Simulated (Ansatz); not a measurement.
Input file for Ansatz (a first-principles code): U-CCSD(T)/cc-pVDZ on BrGaH2 (SMILES [GaH2][Br]), a point of a bond scan (R = 1.713 Å). The run froze 28 orbitals, filled d shells among them.

Ansatz 0.2 input:
```yaml
crystal:
  periodic: [false, false, false]
  atoms:
    - {symbol: Ga, position_ang: [-0.62727121, -0.97642227, 0.15641510]}
    - {symbol: H, position_ang: [-0.01485994, -2.05770416, 1.33580113]}
    - {symbol: H, position_ang: [-1.89600936, -1.10175241, -0.73821097]}
    - {symbol: Br, position_ang: [0.61177002, 0.95229282, -0.15254975]}
basis:
  gaussian:
    orbitals: cc-pVDZ
correlation: {method: ccsd_t, electrons: outside_noble_gas}
scf: {omitted_lower_state_checks: [cluster_reference]}
magnetization: {spin_polarized: true, initial_magnetization: 0}
```

The log:

```
WARN ansatz: RAYON_NUM_THREADS=1 ignored (pool sized by the plan → 1); use --threads N
Functional definition: HF
these checks for a lower state are left out or cut short: cluster_reference
integrals: 0.07 GiB planned
722 factors; integrals over basis functions are off by at most 9.5e-4 eV
mean field: 0.37 GiB planned
mean field evaluation 1: about -122363.5903 eV, gradient 8.8e0 eV
mean field evaluation 2: about -122363.6188 eV, gradient 8.8e0 eV
mean field evaluation 4: about -122364.3350 eV, gradient 7.8e-1 eV
mean field evaluation 8: about -122364.3434 eV, gradient 7.2e-4 eV
mean field -122364.34336072 eV, -4496.8066769757 hartree, gradient 9.5e-6 eV, S^2 0.000000; 0 other end points of the search recorded, 0 dependent functions left out
28 core orbitals not correlated
reference -122364.34336072 eV, -4496.8066769757 hartree; 6, 6 occupied and 30, 30 virtual orbitals, 722 factors
second order -4.89948233 eV of doubles, -0.00000000 eV of singles
coupled cluster: 0.11 GiB planned
cycle   1  -5.43322176 eV  change   -5.3e-1 eV  update   5.9e-2
cycle   2  -5.61546910 eV  change   -1.8e-1 eV  update   2.0e-2
cycle   3  -5.63850607 eV  change   -2.3e-2 eV  update   7.7e-3
cycle   4  -5.63661450 eV  change    1.9e-3 eV  update   2.6e-3
cycle   5  -5.63613784 eV  change    4.8e-4 eV  update   8.5e-4
cycle   6  -5.63612235 eV  change    1.5e-5 eV  update   2.7e-4
cycle   7  -5.63611545 eV  change    6.9e-6 eV  update   8.3e-5
cycle   8  -5.63613241 eV  change   -1.7e-5 eV  update   2.2e-5
cycle   9  -5.63613269 eV  change   -2.8e-7 eV  update   7.0e-6
perturbative correction -0.10669207 eV, -0.0039208613 hartree
Total energy: -122370.08618548 eV, -4497.0177218930 hartree
Checks for a lower state left out: cluster_reference
```

The run converged.

Cost: about 2.8 core-seconds (a rough figure).
